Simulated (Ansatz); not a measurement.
GeH2Cl (SMILES [Cl][GeH2]): the electronic atomisation energy, rung by rung

GeH2Cl has 4 atoms, charge 0, and is taken as a doublet. As SMILES, `[Cl][GeH2]`. Geometry: relaxed at PBE0-D4/def2-TZVP.

Quantity: the electronic atomisation energy, in eV. The values are calculated. Electronic energies at fixed atoms, without zero-point motion or spin-orbit coupling.

| level | kind | program | value (eV) | less FCI/STO-3G |
| --- | --- | --- | --- | --- |
| UHF/STO-3G | Hartree–Fock | Ansatz | 10.74 | -0.99 |
| UPBE/STO-3G | GGA | Ansatz | 13.99 | +2.26 |
| UB3LYP/STO-3G | global hybrid | Ansatz | 13.81 | +2.08 |
| UBHLYP/STO-3G | global hybrid | Ansatz | 13.41 | +1.68 |
| U-wB97M-V/STO-3G | range-separated hybrid | Ansatz | 14.18 | +2.45 |
| UCAM-B3LYP/STO-3G | range-separated hybrid | Ansatz | 13.81 | +2.08 |
| UB2PLYP/STO-3G | double hybrid | Ansatz | 13.06 | +1.33 |
| UBCCD(T)/STO-3G | coupled cluster or CI | Ansatz | 11.72 | -0.01 |
| FCI/STO-3G | exact in the basis | Ansatz | 11.73 | 0.00 |

FCI/STO-3G is exact within its basis and frozen core, so for wave-function methods in that basis the difference is their error; functionals converge differently with the basis, so for them it is only a difference. All-electron rows without a relativistic Hamiltonian named are non-relativistic. The values span 10.74 to 14.18 eV. Spin contamination of the reference (⟨S²⟩ at least 0.1 too high) touches UPBE/STO-3G, UB3LYP/STO-3G, U-wB97M-V/STO-3G, UCAM-B3LYP/STO-3G. All rows use very small basis sets, so even the best lies far from the true value. In the correlated wave-function rows the outer d shell of Ge is correlated, in sets not made for it.
